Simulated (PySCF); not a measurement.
Vertical excitations of a molecule C₂H₈FNSi₂ from TDDFT-PBE/def2-SVPD (PySCF), as energy in eV (oscillator strength): 4.71 (0.001), 5.94 (0.013), 6.06 (0.005), 6.37 (0.007), 6.43 (0.077), 6.74 (0.018), 6.76 (0.033), 6.83 (0.002), 6.93 (0.036), 7.08 (0.007). Lowest triplet (TDA): 4.25 eV. Geometry optimised at B3LYP-D3(BJ)/def2-SVP. Other conformers were not sampled.

Task: Pick the molecule that these values belong to.
A. N[SiH2]/C=C/[SiH2]F
B. C[Si@]1(F)NC[SiH2]1
C. C=C(F)[SiH2]N[SiH3]
D. C=C[Si@@H](F)N[SiH3]

Result: D, C=C[Si@@H](F)N[SiH3]
